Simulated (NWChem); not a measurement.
C2H3ClO2Si; SMILES C#C[Si](O)(O)Cl

```xyz
9

C      0.9727     2.7424     0.0020
C      0.3976     1.6712    -0.0044
Si    -0.4535     0.0659     0.0317
O     -1.3983    -0.1376     1.3639
O     -1.4052    -0.0256    -1.2967
Cl     0.9932    -1.4091     0.0316
H      1.4806     3.6911     0.0010
H     -0.9636    -0.3094     2.2043
H     -2.0048    -0.7765    -1.3500
```
Atoms are numbered in this order, from 1.

Computed with NWChem. Structure relaxed at the PBE0/def2-SVP level. Level: PBE/def2-SVP with SMD (1 M gas to 1 M solution), gas-phase geometry. Reactions with the solvent are ignored.

For solvent 1,4-dioxane:

```yaml
solvation free energy (kcal/mol): -3.7
cavity-dispersion-structure term (kcal/mol): 0.0
dipole in solution (D): 1.42
```

Problem. Estimate the same quantities for solvent water.

Solution. 
| Property | Result |
|---|---|
| solvation free energy (kcal/mol) | -7.2 |
| cavity-dispersion-structure term (kcal/mol) | 4.8 |
| dipole in solution (D) | 1.66 |
